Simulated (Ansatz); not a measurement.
W3O9⁻, relaxed as a doublet with UKS PBE-D4/def2-SVP in Ansatz, starting from the GFN2-xTB geometry. Force threshold 0.03 eV/Å.

In the def2 sets W takes a core potential; there is no spin–orbit coupling. The structure holds 2 bonds between oxygen atoms, so isomers without such links may lie far lower. The charge -1 doublet is spin-contaminated (final ⟨S²⟩ up to 0.90, 0.75 for a pure state). Another isomer (doublet) lies 1.43 eV lower at PBE0-D4/def2-SVP; other spin states weren't run for this one.

Start:

```xyz
12

W    -0.076    0.134    0.979
W     0.036    2.249    2.324
W     0.166   -0.436   -1.831
O    -0.671   -2.003   -2.408
O    -1.196    0.034   -0.588
O     1.186    0.800    2.127
O    -1.009   -1.188    1.912
O     0.743   -2.038   -2.618
O     0.223    0.707   -3.087
O     1.416   -0.159   -0.563
O     0.112   -1.688    1.190
O    -0.929    3.587    2.563
```

(1) Estimate the energy that the relaxation releases and the steps that it takes.

(2) Does the start keep its bonding?

(3) Predict the relaxed structure.

## Answers

(1) 2.40 eV, in 16 steps; 4 min on 4 threads of Arm Neoverse N1 on a shared host. No frequencies were taken in this run, so the end may be a saddle point.

(2) By distances, no bond broke or formed. The bond that changes most is W1–O11, from 1.84 to 2.00 Å (atoms count from 1).

(3) 
```xyz
12

W    -0.077   -0.227    1.185
W    -0.080    2.160    2.029
W     0.155   -0.221   -1.773
O    -0.876   -1.634   -2.672
O    -1.212   -0.175   -0.364
O     1.279    0.786    2.205
O    -0.875   -1.283    2.552
O     0.515   -1.471   -3.191
O     0.241    1.360   -2.475
O     1.323   -0.485   -0.350
O     0.367   -1.957    2.074
O    -0.761    3.147    0.779
```
Bond lengths (bridged metal pairs left out): 12 × O–W 1.73 to 2.09 Å; 2 × O–O 1.49 Å.
